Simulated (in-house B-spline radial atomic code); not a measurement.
**RPA and G0W0 on LC-wPBE: Si V (Si4+)**

Configuration [He] 2s2 2p6, mean-field start LC-wPBE. Computed with an all-electron radial atomic-structure program (B-spline basis): all electrons, non-relativistic, point nucleus, each spin shell either full or empty, empty states to l = 9 with an (l + 1/2)⁻⁴ tail; G0W0 by contour deformation at full frequency.

Command:
```bash
python run_gw.py task.json out
```
Settings (radii: box in bohr, nucleus in fm):
```
Z                        14
electrons                10
configuration            [He] 2s2 2p6
hamiltonian              nr
method                   lc_wpbe
lmax                     9
spin_polarised           False
box_radius               11.96
intervals                47
```

Cost of the run: 0.7 s on 1 thread of Intel(R) Xeon(R) Platinum 8375C CPU @ 2.90GHz (shared host).

Energies (hartree):

| term | value |
| --- | --- |
| mean-field total | -285.47486 |
| Hartree-Fock functional on these orbitals | -285.17426 |
| direct second order | -0.65863 |
| second-order exchange | 0.23345 |
| SOSEX correction | 0.21777 |

(1) What is the RPA correlation energy, and what remains with SOSEX?

Quasi-particle levels (eV):

```
level  occupied  mean field  Σx - vxc     Σc  QP weight     G0W0
   2p       yes     -154.49    -14.45      ?          ?        ?
   2s       yes     -197.86    -22.08   4.77      0.957  -215.16
   3s        no      -46.43      1.89  -0.52      0.997   -45.06
```

G0W0 = mean field + (Σx - vxc) + Σc, with Σc (partial-wave tail included) taken at the quasi-particle energy. Levels of low weight are left out.

(2) Where does G0W0 put 2p?

## Answers

(1) RPA gives -0.59648 hartree (-1.62 eV per electron); RPA + SOSEX gives -0.37872, and the second-order doubles -0.42518 hartree (no singles). RPA lacks exchange-type terms and so overcorrelates at short range.

(2) At -167.00 eV, with Σc = 1.93 eV and a quasi-particle weight of 0.971. The tabulated removal energy is 166.767 ± 0.003 eV (NIST, measured); the calculation leaves out relativity, Breit and QED terms, and what these don't explain is the method's own error.
